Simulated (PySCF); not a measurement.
Give a PBE0-D3(BJ)/def2-SVP geometry of InChI=1S/C5H9BO2/c1-6(2)4-3-8-5(4)7/h4H,3H2,1-2H3/t4-/m0/s1.

```xyz
17
C5H9BO2 angstrom
C     -1.2980    1.1203   -1.2836
B     -0.6014    0.4242   -0.0680
C     -1.3622   -0.5441    0.8997
C      0.9393    0.7315    0.1550
C      1.8820   -0.1549    0.9725
O      2.6705   -0.4283   -0.2103
C      1.8805    0.3613   -0.9839
O      1.9837    0.5842   -2.1455
H     -2.2241    0.6269   -1.6140
H     -0.6214    1.2718   -2.1391
H     -1.5895    2.1323   -0.9387
H     -0.9821   -0.5622    1.9326
H     -1.1866   -1.5603    0.4910
H     -2.4531   -0.4031    0.9071
H      1.0235    1.8116    0.3733
H      2.4897    0.3431    1.7417
H      1.4524   -1.0837    1.3753
```

Orientation and origin are arbitrary. Atoms count from 1 in this order. The B–C distances run from 1.564 Å (C1–B2, drawn single) to 1.587 Å (B2–C4, drawn single), a spread of 0.023 Å. Of the pairs four or more bonds apart, O8···H10 is among the closest relative to their van der Waals radii: 2.69 Å, 99 % of the sum of Bondi's values. The 3 C–O bonds span 1.187 Å (C7=O8, drawn double) to 1.448 Å (C5–O6, drawn single), a spread of 0.261 Å. B2 (three-coordinate boron) is planar (angles 122.6°, 120.3° and 117.1°, sum 360.0°, 0.00 Å off the plane of its three neighbours).

Bonds between heavy atoms (Å): C1–B2 1.564, B2–C3 1.566, B2–C4 1.587, C4–C5 1.531, C5–O6 1.448, O6–C7 1.359, C7=O8 1.187, C4–C7 1.523.

Level of theory: PySCF 2.14.0, PBE0-D3(BJ)/def2-SVP geometry optimisation, gas phase.

Point group: C1 (no symmetry element, even within 0.4 Å). Whether it is a minimum is left open (no frequencies). One conformer, not necessarily the lowest (C1–B2–C4–C5 -160°).
